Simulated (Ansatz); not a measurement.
A run on C$_{4}$H$_{10}$AlCl (`C[CH2][Al]([Cl])[CH2]C`) with other settings.

```yaml
crystal:
  periodic: [false, false, false]
  atoms:
    - {symbol: C, position_ang: [-0.064799, -2.528244, -0.006615]}
    - {symbol: C, position_ang: [-0.530701, -1.625563, 1.135665]}
    - {symbol: Al, position_ang: [-0.344951, 0.293333, 0.826019]}
    - {symbol: Cl, position_ang: [-0.975313, 1.582320, 2.380332]}
    - {symbol: C, position_ang: [0.372151, 1.106541, -0.798156]}
    - {symbol: C, position_ang: [0.430539, 2.631747, -0.843672]}
    - {symbol: H, position_ang: [-0.618187, -2.334125, -0.929574]}
    - {symbol: H, position_ang: [-0.195326, -3.588641, 0.228735]}
    - {symbol: H, position_ang: [0.993721, -2.378762, -0.236762]}
    - {symbol: H, position_ang: [0.008889, -1.866201, 2.060558]}
    - {symbol: H, position_ang: [-1.583239, -1.822330, 1.376467]}
    - {symbol: H, position_ang: [1.372120, 0.679506, -0.956716]}
    - {symbol: H, position_ang: [-0.219603, 0.719957, -1.639472]}
    - {symbol: H, position_ang: [-0.560881, 3.075786, -0.727341]}
    - {symbol: H, position_ang: [0.844872, 2.997247, -1.787953]}
    - {symbol: H, position_ang: [1.047807, 3.034732, -0.037316]}
basis:
  gaussian: {orbitals: STO-3G}
magnetization: {spin_polarized: true, initial_magnetization: 2}
hamiltonian: {xc: {name: revPBE0}}
scf: {lower_state_search: full}
```

```sh
$ ansatz run in.yaml --threads 4 --pin off --events-out ev --progress --plain --max-ram 11315MiB
```

Output, abridged:

```
Functional definition: revPBE0
611 factors; integrals over basis functions are off by at most 7.5e-5 eV
mean field evaluation 1: about -23154.4933 eV, gradient 1.1e1 eV
mean field evaluation 2: about -23154.4601 eV, gradient 1.1e1 eV
mean field evaluation 4: about -23155.7092 eV, gradient 5.2e0 eV
mean field evaluation 8: about -23155.9405 eV, gradient 1.2e-1 eV
mean field evaluation 64: about -23155.9070 eV, gradient 2.0e0 eV
mean field -23156.80619360 eV, -850.9969313677 hartree, gradient 1.6e-5 eV, S^2 2.002438; 6 other end points of the search recorded, 0 dependent functions left out
reference -23156.80622240 eV, -850.9969324261 hartree; 33, 31 occupied and 15, 17 virtual orbitals, 611 factors
Total energy: -23156.80622240 eV, -850.9969324261 hartree
```

Run time 3.4 s (4 threads of an Arm Neoverse V1 on a shared host); peak host memory 0.19 GiB.
